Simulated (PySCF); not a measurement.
Computed shifts of a molecule C3H9FSi2, PBE/pcSseg-1 (PySCF), GIAO, gas phase, atoms alike by connectivity averaged where their shifts nearly agree, in ppm (number of nuclei): ¹⁹F: -94.2 (1). ¹³C: 161.3 (1), 113.6 (1), 13.3 (1). ²⁹Si: -71.2 (1), -72.7 (1). ¹H: 6.99 (1), 4.49 (3), 4.26 (3), 2.82 (1), 1.66 (1). References: ¹⁹F against CFCl3 (σ = 133.6 ppm); ¹³C against TMS (σ = 182.0 ppm); ²⁹Si against TMS (σ = 335.4 ppm); ¹H against TMS (σ = 31.49 ppm), references at their B3LYP-D3(BJ)/def2-TZVP geometries, non-relativistic. Geometry: B3LYP-D3(BJ)/def2-SVP. The values are those of a single conformer.

**Question.** Which structure fits?
A. F/C=C(/[SiH3])C[SiH3]
B. FC1[C@@H]([SiH3])[C@@H]1[SiH3]
C. C=C(C)[SiH2][SiH2]F
D. C[Si@@H]1C[C@@H](F)[SiH2]1

**Answer.** A, F/C=C(/[SiH3])C[SiH3]
